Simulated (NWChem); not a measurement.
System: H3O2 cation; SMILES [OH2+]O

All runs: NWChem. Structure relaxed at the PBE-D3(BJ)/def2-SVP level. Vertical excitations in the gas phase.

Q: What does the run give for CAM-B3LYP/aug-cc-pVDZ, full TDDFT? Quantities: lowest excitation, singlet (eV); oscillator strength of that lowest state; lowest state with f > 0.02, singlet (eV); oscillator strength of that bright state; lowest triplet (eV); orbital gap (eV).

A: 
```
Item                                      Value
----------------------------------------  -----
lowest excitation, singlet (eV)            5.55
oscillator strength of that lowest state  0.000
lowest state with f > 0.02, singlet (eV)   7.60
oscillator strength of that bright state  0.025
lowest triplet (eV)                        4.03
orbital gap (eV)                          11.42
```
